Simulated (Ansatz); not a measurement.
Several settings on one geometry of Ta3Se12 (that of the charge 0 doublet, PBE-D4/def2-SVP). Ansatz on 2 threads of AMD EPYC 7R13 on a shared host and a share (18 GiB) of an NVIDIA H100 80GB HBM3; times are rough.

```xyz
15

Ta   -1.843   -0.720   -0.423
Ta   -0.394    1.969    1.171
Ta    1.804   -0.816   -0.103
Se   -2.111   -2.227    1.484
Se   -3.367   -1.336   -2.066
Se   -0.111   -0.709    1.897
Se   -0.004   -2.348   -1.646
Se   -2.791    1.404    0.525
Se   -0.154    1.211   -1.943
Se    2.039    1.132    1.517
Se    2.096    0.414   -2.294
Se   -0.602    3.601    2.783
Se    0.126    3.341   -0.862
Se    4.041   -1.526   -0.051
Se    1.273   -3.389    0.010
```

Totals from different functionals, basis sets or treatments of relativity can't be compared as stabilities.

In the def2 sets Ta takes a core potential; there is no spin–orbit coupling.

The spins typed aren't always the lowest for that charge.

(1) Give the basis size and estimate the energy, ⟨S²⟩, dipole and time of these runs.

```json
{"run": "1", "method": "RKS rPW86-PBE-D3(BJ)-ATM/def2-SVP", "charge": "-1", "state": "singlet", "further keys": "fitting: {mean_field: def2-universal-jkfit}; scf: {omitted_lower_state_checks: [starts]}"}
{"run": "2", "method": "UHF/def2-mTZVP", "charge": "0", "state": "quartet", "further keys": "fitting: {mean_field: def2-universal-jkfit}; scf: {omitted_lower_state_checks: [starts]}; forces asked"}
{"run": "3", "method": "UKS BHLYP-D3(BJ)/def2-mTZVPP", "charge": "0", "state": "doublet", "further keys": "fitting: {mean_field: def2-universal-jkfit}; scf: {lower_state_search: off}; forces asked"}
```

Results:

(1) 
| run | functions | energy (Eh) | ⟨S²⟩ | dipole (D) | wall time |
| --- | --- | --- | --- | --- | --- |
| 1 | 480 | -28997.4529 | – | – | 10 s |
| 2 | 540 | -28967.6508 | 4.49 | 6.55 | 34 s |
| 3 | 540 | -28989.8799 | 0.80 | 3.14 | 24 s |

The highest occupied level of an anion often lies above zero with these methods, and sets without diffuse functions describe the outer electron poorly. At UHF/def2-mTZVP the charge 0 quartet is spin-contaminated (final ⟨S²⟩ up to 4.49, 3.75 for a pure state).
